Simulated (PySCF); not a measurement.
## A small calculation by hand: chemical shift, span and skew from a shielding tensor

H5NSi2, SMILES [SiH3][Si]N (connectivity only; charge and spin as stated), neutral, multiplicity 1. Atoms are numbered in the order given.

```xyz
8

Si    -0.7682     0.7984     0.0000
N      0.7555     1.5824     0.0000
H      0.8225     2.5914     0.0000
H      1.6689     1.1487     0.0000
Si     0.1411    -1.4375     0.0000
H      1.6381    -1.4626     0.0000
H     -0.3190    -2.2038    -1.1948
H     -0.3190    -2.2038     1.1948
```

Geometry: r2SCAN-D4/def2-TZVP. Other conformers were not sampled.

GIAO shieldings from PBE0/pcSseg-1 (PySCF), non-relativistic, no solvent. The symmetric part of the tensor of Si5 has the principal values 390.5, 450.2, 480.1 ppm. The same nucleus in TMS has σ = 352.7 ppm at this level (PySCF, at its B3LYP-D3(BJ)/def2-TZVP geometry).

Q: Work out the isotropic shielding, the ²⁹Si shift against TMS, the span and the skew.

A: 
σ(iso) = (σ11 + σ22 + σ33)/3 = 440.3 ppm. δ = σ(ref) − σ(iso) = 352.7 − (440.3) = -87.6 ppm.
Span Ω = σ33 − σ11 = 89.6 ppm. Skew κ = 3(σ(iso) − σ22)/Ω = -0.33. Tumbling in solution averages the tensor to δ; in a static solid the shielding alone would spread this spin-1/2 line over Ω.
